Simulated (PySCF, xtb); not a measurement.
GeH3IZn, SMILES [I][Zn][GeH3].

Harmonic wavenumbers (cm⁻¹) from GFN2-xTB (xtb) at its own minimum, in rising order: 34, 34, 146, 293, 366, 366, 828, 893, 893, 1985, 2057, 2059.

Problem. What does PBE0-D3(BJ)/def2-SVP run with PySCF give at its own minimum? (Estimate from the structure and the level; the computed values follow.)

Solution. 62, 62, 162, 321, 413, 413, 784, 886, 886, 2138, 2147, 2147. Paired by order, the mean absolute difference is 49 cm⁻¹ and the zero-point energies are 14.2 and 14.9 kcal/mol.
